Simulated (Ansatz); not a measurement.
A short molecular-dynamics run on `C/C(F)=C\C(F)(F)F`.

```yaml
crystal:
  periodic: [false, false, false]
  atoms:
    - {symbol: C, position_ang: [0.361706, -1.547525, -0.266651]}
    - {symbol: C, position_ang: [0.570122, -0.451185, 0.700826]}
    - {symbol: F, position_ang: [1.316675, -0.831926, 1.744087]}
    - {symbol: C, position_ang: [0.137461, 0.801406, 0.676523]}
    - {symbol: C, position_ang: [-0.699817, 1.356009, -0.421202]}
    - {symbol: F, position_ang: [-0.983575, 2.640720, -0.182197]}
    - {symbol: F, position_ang: [-0.096810, 1.301696, -1.622617]}
    - {symbol: F, position_ang: [-1.872669, 0.712840, -0.565554]}
    - {symbol: H, position_ang: [-0.128232, -2.386857, 0.233596]}
    - {symbol: H, position_ang: [-0.245785, -1.230234, -1.110388]}
    - {symbol: H, position_ang: [1.329498, -1.899789, -0.632763]}
    - {symbol: H, position_ang: [0.388425, 1.479546, 1.480337]}
basis:
  gaussian: {orbitals: def2-SVP}
hamiltonian: {xc: {name: PBE}}
md: {timestep: 1 fs, n_steps: 50, ensemble: nve, temperature: 1000, initial_velocities: maxwell_boltzmann, seed: 432}
```

```sh
$ ansatz run in.yaml --threads 4 --pin off --events-out ev --progress --plain --max-ram 11315MiB
```

| step | time (fs) | potential energy (eV) | kinetic (eV) | T (K) | conserved (eV) |
| --- | --- | --- | --- | --- | --- |
| 0 | 0.0 | -15053.4566 | 1.2926 | 1000 | -15052.1640 |
| 1 | 1.0 | -15053.3746 | 1.2134 | 939 | -15052.1612 |
| 2 | 2.0 | -15053.1946 | 1.0387 | 804 | -15052.1559 |
| 3 | 3.0 | -15052.9966 | 0.8431 | 652 | -15052.1536 |
| 4 | 4.0 | -15052.8215 | 0.6692 | 518 | -15052.1523 |
| 5 | 5.0 | -15052.6898 | 0.5390 | 417 | -15052.1508 |
| 6 | 6.0 | -15052.6213 | 0.4703 | 364 | -15052.1510 |
| 7 | 7.0 | -15052.6115 | 0.4583 | 355 | -15052.1532 |
| 8 | 8.0 | -15052.6314 | 0.4773 | 369 | -15052.1540 |
| 9 | 9.0 | -15052.6740 | 0.5224 | 404 | -15052.1517 |
| 10 | 10.0 | -15052.7712 | 0.6188 | 479 | -15052.1525 |
| 11 | 11.0 | -15052.9068 | 0.7478 | 579 | -15052.1590 |
| 12 | 12.0 | -15052.9895 | 0.8274 | 640 | -15052.1621 |
| 13 | 13.0 | -15052.9696 | 0.8099 | 627 | -15052.1597 |
| 14 | 14.0 | -15052.8756 | 0.7192 | 556 | -15052.1565 |
| 15 | 15.0 | -15052.7583 | 0.6050 | 468 | -15052.1533 |
| 16 | 16.0 | -15052.6682 | 0.5174 | 400 | -15052.1508 |
| 17 | 17.0 | -15052.6417 | 0.4906 | 380 | -15052.1511 |
| 18 | 18.0 | -15052.6734 | 0.5191 | 402 | -15052.1543 |
| 19 | 19.0 | -15052.7175 | 0.5607 | 434 | -15052.1569 |
| 20 | 20.0 | -15052.7411 | 0.5859 | 453 | -15052.1552 |
| 21 | 21.0 | -15052.7694 | 0.6164 | 477 | -15052.1529 |
| 22 | 22.0 | -15052.8327 | 0.6772 | 524 | -15052.1555 |
| 23 | 23.0 | -15052.8946 | 0.7353 | 569 | -15052.1593 |
| 24 | 24.0 | -15052.8948 | 0.7341 | 568 | -15052.1607 |
| 25 | 25.0 | -15052.8085 | 0.6502 | 503 | -15052.1584 |
| 26 | 26.0 | -15052.6710 | 0.5179 | 401 | -15052.1531 |
| 27 | 27.0 | -15052.5603 | 0.4112 | 318 | -15052.1491 |
| 28 | 28.0 | -15052.5365 | 0.3871 | 299 | -15052.1494 |
| 29 | 29.0 | -15052.5955 | 0.4419 | 342 | -15052.1536 |
| 30 | 30.0 | -15052.6768 | 0.5192 | 402 | -15052.1575 |
| 31 | 31.0 | -15052.7278 | 0.5719 | 442 | -15052.1559 |
| 32 | 32.0 | -15052.7771 | 0.6263 | 485 | -15052.1509 |
| 33 | 33.0 | -15052.8964 | 0.7443 | 576 | -15052.1520 |
| 34 | 34.0 | -15053.0683 | 0.9087 | 703 | -15052.1596 |
| 35 | 35.0 | -15053.1823 | 1.0177 | 787 | -15052.1646 |
| 36 | 36.0 | -15053.1608 | 0.9986 | 773 | -15052.1621 |
| 37 | 37.0 | -15053.0354 | 0.8798 | 681 | -15052.1556 |
| 38 | 38.0 | -15052.9030 | 0.7521 | 582 | -15052.1509 |
| 39 | 39.0 | -15052.8352 | 0.6841 | 529 | -15052.1511 |
| 40 | 40.0 | -15052.8292 | 0.6737 | 521 | -15052.1555 |
| 41 | 41.0 | -15052.8219 | 0.6626 | 513 | -15052.1593 |
| 42 | 42.0 | -15052.7629 | 0.6060 | 469 | -15052.1570 |
| 43 | 43.0 | -15052.6961 | 0.5468 | 423 | -15052.1493 |
| 44 | 44.0 | -15052.7364 | 0.5896 | 456 | -15052.1467 |
| 45 | 45.0 | -15052.9166 | 0.7603 | 588 | -15052.1562 |
| 46 | 46.0 | -15053.0974 | 0.9309 | 720 | -15052.1664 |
| 47 | 47.0 | -15053.1291 | 0.9645 | 746 | -15052.1646 |
| 48 | 48.0 | -15053.0292 | 0.8729 | 675 | -15052.1564 |
| 49 | 49.0 | -15052.9178 | 0.7671 | 593 | -15052.1507 |
| 50 | 50.0 | -15052.8821 | 0.7312 | 566 | -15052.1509 |

Velocities are drawn at the set temperature; a run this short doesn't reach equilibrium.

Frames (Å, forces in eV/Å):

```xyz
12
time=0.0 fs
C     0.362   -1.548   -0.267   -0.047    0.217    0.046
C     0.570   -0.451    0.701    0.339   -0.788    0.127
F     1.317   -0.832    1.744    0.322   -0.206    0.426
C     0.137    0.801    0.677   -0.446    0.676   -0.371
C    -0.700    1.356   -0.421    0.125    0.077    0.256
F    -0.984    2.641   -0.182   -0.147    0.772    0.183
F    -0.097    1.302   -1.623    0.425   -0.105   -0.693
F    -1.873    0.713   -0.566   -0.670   -0.468   -0.040
H    -0.128   -2.387    0.234   -0.228   -0.449    0.233
H    -0.246   -1.230   -1.110   -0.310    0.125   -0.453
H     1.329   -1.900   -0.633    0.477   -0.213   -0.186
H     0.388    1.480    1.480    0.160    0.360    0.473
12
time=3.0 fs
C     0.340   -1.546   -0.269    1.269   -1.310   -0.809
C     0.590   -0.465    0.716   -1.031   -0.760   -0.668
F     1.311   -0.804    1.750    1.263   -1.174    1.443
C     0.168    0.783    0.708   -1.772    1.517   -2.044
C    -0.703    1.356   -0.426    0.761   -0.738    1.076
F    -0.975    2.629   -0.182   -0.220    1.196    0.277
F    -0.105    1.298   -1.630    0.494   -0.135   -0.598
F    -1.881    0.718   -0.573   -0.501   -0.451    0.087
H    -0.279   -2.475    0.077    1.508    1.122   -0.047
H    -0.172   -1.250   -1.173   -0.826    0.886   -0.430
H     1.388   -1.718   -0.762   -1.244   -0.795    1.063
H     0.383    1.440    1.528    0.299    0.643    0.650
12
time=6.0 fs
C     0.326   -1.552   -0.278    0.735    0.327   -2.971
C     0.603   -0.483    0.726   -2.063    0.126   -1.103
F     1.310   -0.781    1.762    1.813   -1.851    2.013
C     0.187    0.776    0.726   -1.749    2.341   -1.182
C    -0.702    1.351   -0.424    0.783   -0.850    1.130
F    -0.968    2.622   -0.180   -0.217    1.259    0.302
F    -0.112    1.293   -1.640    0.468   -0.166   -0.297
F    -1.892    0.721   -0.580   -0.172   -0.369    0.237
H    -0.312   -2.480   -0.079    1.384    0.629    0.524
H    -0.161   -1.201   -1.258   -0.132    0.495    1.412
H     1.354   -1.604   -0.809   -0.761   -1.432    0.966
H     0.401    1.445    1.617   -0.090   -0.508   -1.031
12
time=9.0 fs
C     0.317   -1.555   -0.307    0.225    3.117   -1.700
C     0.601   -0.501    0.729   -2.121    1.106   -0.600
F     1.318   -0.766    1.782    1.453   -1.924    1.413
C     0.193    0.784    0.735   -1.498    0.546   -1.648
C    -0.694    1.340   -0.414    0.343   -0.282    0.615
F    -0.961    2.621   -0.178   -0.129    0.931    0.268
F    -0.116    1.287   -1.651    0.377   -0.229    0.184
F    -1.903    0.723   -0.585    0.274   -0.277    0.410
H    -0.239   -2.447   -0.189   -0.379   -1.632    1.118
H    -0.167   -1.108   -1.237   -0.186    0.244    1.149
H     1.270   -1.610   -0.782    1.710   -1.464   -0.441
H     0.413    1.417    1.631   -0.069   -0.137   -0.769
12
time=12.0 fs
C     0.311   -1.538   -0.347    1.366    0.573    0.405
C     0.584   -0.511    0.728   -0.936    1.249    0.425
F     1.332   -0.760    1.809    0.441   -1.524    0.059
C     0.189    0.796    0.731   -1.328   -1.830   -2.680
C    -0.685    1.327   -0.400   -0.368    0.635   -0.297
F    -0.955    2.624   -0.173    0.005    0.404    0.218
F    -0.119    1.281   -1.661    0.269   -0.285    0.689
F    -1.914    0.723   -0.589    0.695   -0.202    0.577
H    -0.180   -2.519   -0.209   -0.102    0.178    0.785
H    -0.192   -0.992   -1.128   -0.667    0.245   -0.689
H     1.303   -1.735   -0.780    0.393   -0.421   -0.186
H     0.422    1.383    1.589    0.233    0.977    0.695
12
time=15.0 fs
C     0.314   -1.517   -0.386    2.006   -1.482    0.852
C     0.561   -0.513    0.730    0.576    0.575    0.984
F     1.348   -0.761    1.836   -0.562   -1.005   -1.138
C     0.175    0.796    0.711   -0.391   -1.305   -0.468
C    -0.678    1.319   -0.388   -1.123    1.398   -1.367
F    -0.950    2.629   -0.168    0.120   -0.062    0.167
F    -0.120    1.273   -1.668    0.172   -0.238    0.998
F    -1.921    0.723   -0.591    0.920   -0.113    0.677
H    -0.134   -2.581   -0.163    0.061    1.976    0.145
H    -0.265   -0.865   -1.064    0.068   -0.988   -0.697
H     1.369   -1.893   -0.794   -1.685    1.144    0.293
H     0.445    1.418    1.585   -0.162    0.102   -0.446
12
time=18.0 fs
C     0.331   -1.505   -0.418    0.465    0.367    1.465
C     0.542   -0.510    0.739    1.640   -0.099    0.701
F     1.362   -0.766    1.859   -1.223   -0.598   -1.833
C     0.158    0.787    0.686    0.294   -0.324    1.241
C    -0.679    1.321   -0.385   -1.454    1.450   -2.032
F    -0.943    2.633   -0.162    0.134   -0.242    0.083
F    -0.120    1.264   -1.671    0.081   -0.082    1.039
F    -1.924    0.722   -0.589    0.895    0.008    0.661
H    -0.088   -2.493   -0.101   -0.810    0.610    0.150
H    -0.333   -0.820   -1.058    0.931   -1.877   -0.205
H     1.311   -1.961   -0.790   -0.539    1.345   -0.283
H     0.455    1.464    1.549   -0.413   -0.557   -0.987
12
time=21.0 fs
C     0.351   -1.490   -0.439   -1.335    1.766    3.408
C     0.535   -0.508    0.752    2.128   -0.160   -0.031
F     1.370   -0.774    1.873   -1.528   -0.376   -2.138
C     0.143    0.775    0.669   -0.091   -0.535    0.421
C    -0.690    1.332   -0.397   -1.055    0.526   -1.845
F    -0.936    2.637   -0.156    0.024   -0.077   -0.051
F    -0.120    1.254   -1.669   -0.003    0.132    0.826
F    -1.923    0.721   -0.584    0.648    0.146    0.517
H    -0.112   -2.359   -0.022   -1.234   -1.168    0.382
H    -0.331   -0.921   -1.076    0.110   -0.511   -0.779
H     1.223   -1.927   -0.815    2.266   -0.101   -1.238
H     0.435    1.473    1.442    0.069    0.358    0.528
12
time=24.0 fs
C     0.363   -1.465   -0.436   -0.063   -1.703    3.333
C     0.542   -0.506    0.765    1.884    0.216   -0.827
F     1.371   -0.784    1.877   -1.503   -0.322   -2.155
C     0.127    0.760    0.655   -0.253    0.313    0.305
C    -0.709    1.347   -0.422   -0.128   -0.737   -0.776
F    -0.929    2.640   -0.150   -0.163    0.238   -0.252
F    -0.121    1.246   -1.663   -0.048    0.380    0.296
F    -1.919    0.720   -0.577    0.124    0.253    0.234
H    -0.223   -2.300    0.076    0.616   -0.025   -0.853
H    -0.320   -1.066   -1.161   -0.433    0.684   -0.674
H     1.281   -1.883   -0.923   -0.201    0.325    0.471
H     0.419    1.507    1.372    0.168    0.379    0.899
12
time=27.0 fs
C     0.374   -1.451   -0.411   -0.678   -2.122    0.171
C     0.563   -0.503    0.772    1.081    0.798   -1.327
F     1.366   -0.796    1.872   -1.175   -0.338   -1.832
C     0.110    0.748    0.645    0.305    2.094    1.410
C    -0.728    1.357   -0.452    0.858   -1.454    0.754
F    -0.923    2.645   -0.145   -0.347    0.402   -0.517
F    -0.121    1.239   -1.656   -0.027    0.569   -0.434
F    -1.915    0.721   -0.569   -0.558    0.253   -0.119
H    -0.290   -2.254    0.109    1.384   -0.081   -1.075
H    -0.331   -1.162   -1.285    0.916    0.580    1.509
H     1.338   -1.817   -0.998   -1.443    0.275    1.646
H     0.412    1.564    1.370   -0.316   -0.977   -0.187
12
time=30.0 fs
C     0.380   -1.451   -0.384   -0.740   -0.375   -0.336
C     0.591   -0.495    0.770   -0.176    1.383   -1.596
F     1.355   -0.809    1.858   -0.667   -0.344   -1.271
C     0.095    0.749    0.643    0.530    1.369    1.021
C    -0.742    1.357   -0.477    1.498   -1.342    2.156
F    -0.918    2.651   -0.143   -0.450    0.266   -0.775
F    -0.121    1.234   -1.651    0.039    0.590   -1.078
F    -1.913    0.723   -0.561   -1.107    0.145   -0.429
H    -0.249   -2.224    0.058    0.400   -1.489    0.005
H    -0.276   -1.204   -1.295    0.461    1.001    1.438
H     1.289   -1.733   -0.944    0.403   -0.690    0.712
H     0.383    1.549    1.362   -0.190   -0.514    0.154
12
time=33.0 fs
C     0.381   -1.454   -0.356   -0.126   -0.278    1.912
C     0.618   -0.476    0.756   -1.291    1.033   -1.348
F     1.341   -0.823    1.838   -0.197   -0.225   -0.692
C     0.083    0.759    0.649    0.516   -0.282   -0.110
C    -0.745    1.348   -0.486    1.542   -0.592    2.778
F    -0.915    2.658   -0.144   -0.444   -0.106   -0.929
F    -0.122    1.233   -1.651    0.052    0.463   -1.269
F    -1.916    0.725   -0.556   -1.225    0.050   -0.581
H    -0.170   -2.312    0.003    0.014   -1.158    0.448
H    -0.191   -1.159   -1.199   -1.159    1.408   -0.825
H     1.282   -1.707   -0.834    2.133   -1.107   -0.512
H     0.340    1.498    1.373    0.185    0.795    1.127
12
time=36.0 fs
C     0.382   -1.461   -0.319    1.633   -2.091   -0.577
C     0.637   -0.451    0.733   -1.488   -0.244   -0.248
F     1.326   -0.839    1.816    0.109    0.081   -0.236
C     0.076    0.770    0.655    0.990    0.666    0.992
C    -0.737    1.334   -0.476    0.904    0.446    2.198
F    -0.914    2.665   -0.149   -0.343   -0.552   -0.917
F    -0.122    1.233   -1.657   -0.053    0.301   -0.826
F    -1.924    0.728   -0.552   -0.817    0.077   -0.516
H    -0.085   -2.481   -0.019    0.404    1.474    0.018
H    -0.184   -1.008   -1.147   -0.100   -0.198   -0.020
H     1.414   -1.762   -0.750   -1.082    0.215    0.308
H     0.306    1.495    1.462   -0.158   -0.174   -0.175
12
time=39.0 fs
C     0.393   -1.481   -0.285    1.662   -0.410   -2.482
C     0.645   -0.428    0.709   -1.229   -1.459    0.912
F     1.312   -0.854    1.792    0.327    0.411    0.150
C     0.076    0.784    0.668    1.087    0.977    1.592
C    -0.723    1.324   -0.451   -0.122    1.327    0.740
F    -0.915    2.669   -0.159   -0.204   -0.860   -0.741
F    -0.122    1.235   -1.666   -0.206    0.129    0.018
F    -1.936    0.731   -0.552   -0.081    0.189   -0.279
H     0.028   -2.542   -0.034   -0.360    1.560    0.331
H    -0.188   -0.874   -1.102    0.910   -2.019    0.715
H     1.475   -1.804   -0.649   -1.584    0.722   -0.052
H     0.262    1.484    1.541   -0.201   -0.569   -0.903
12
time=42.0 fs
C     0.417   -1.503   -0.267    0.996    2.419   -1.279
C     0.643   -0.414    0.690   -1.044   -1.754    1.700
F     1.299   -0.867    1.769    0.527    0.576    0.570
C     0.083    0.805    0.691    0.761   -0.640   -0.009
C    -0.709    1.323   -0.420   -0.977    1.651   -0.856
F    -0.917    2.670   -0.172   -0.112   -0.864   -0.463
F    -0.123    1.237   -1.675   -0.302   -0.075    0.901
F    -1.949    0.735   -0.552    0.649    0.288    0.035
H     0.105   -2.489   -0.018   -1.572   -0.923    1.117
H    -0.127   -0.898   -1.011   -0.097   -1.381   -1.038
H     1.421   -1.792   -0.557    1.005    0.141   -1.142
H     0.203    1.434    1.558    0.165    0.562    0.463
12
time=45.0 fs
C     0.448   -1.511   -0.257    0.673    0.178    0.462
C     0.635   -0.413    0.684   -0.865   -0.988    1.697
F     1.288   -0.878    1.748    0.696    0.467    1.028
C     0.095    0.821    0.715    0.414   -1.070   -0.510
C    -0.703    1.334   -0.396   -1.254    1.260   -1.835
F    -0.919    2.667   -0.186   -0.115   -0.495   -0.181
F    -0.126    1.239   -1.679   -0.308   -0.192    1.461
F    -1.958    0.740   -0.552    1.101    0.358    0.311
H     0.063   -2.483    0.085   -0.653    0.257    0.556
H    -0.081   -1.031   -1.014   -1.340    0.056   -2.501
H     1.440   -1.767   -0.556    1.396   -0.360   -0.993
H     0.156    1.424    1.605    0.254    0.530    0.506
12
time=48.0 fs
C     0.482   -1.517   -0.248   -0.372   -1.098   -3.038
C     0.620   -0.418    0.690   -0.646    0.083    0.837
F     1.281   -0.887    1.732    0.864    0.170    1.534
C     0.111    0.831    0.736   -0.208   -0.040    0.359
C    -0.705    1.353   -0.384   -0.881    0.186   -1.944
F    -0.922    2.661   -0.202   -0.219    0.270    0.058
F    -0.130    1.240   -1.678   -0.258   -0.179    1.608
F    -1.963    0.747   -0.551    1.220    0.401    0.478
H    -0.031   -2.460    0.233    0.948    1.514   -0.652
H    -0.120   -1.180   -1.185    0.755   -0.661    1.243
H     1.556   -1.768   -0.631   -1.455   -0.076    0.539
H     0.131    1.453    1.684    0.253   -0.571   -1.022
12
time=50.0 fs
C     0.505   -1.524   -0.253   -0.994   -0.950   -3.642
C     0.607   -0.422    0.697   -0.411    0.616    0.074
F     1.278   -0.892    1.726    0.913   -0.029    1.754
C     0.120    0.837    0.751   -0.718   -0.049   -0.253
C    -0.710    1.367   -0.383   -0.391   -0.722   -1.638
F    -0.925    2.658   -0.213   -0.327    0.930    0.188
F    -0.133    1.240   -1.673   -0.197   -0.157    1.527
F    -1.963    0.753   -0.549    1.148    0.390    0.521
H    -0.058   -2.378    0.306    1.193    0.806   -0.876
H    -0.123   -1.306   -1.264    1.161   -0.195    2.250
H     1.580   -1.774   -0.663   -1.650   -0.135    0.971
H     0.126    1.451    1.698    0.275   -0.503   -0.876
```

It took 72 s on 4 threads of an Arm Neoverse V2 on a shared host, with 0.56 GiB of host memory at the peak.
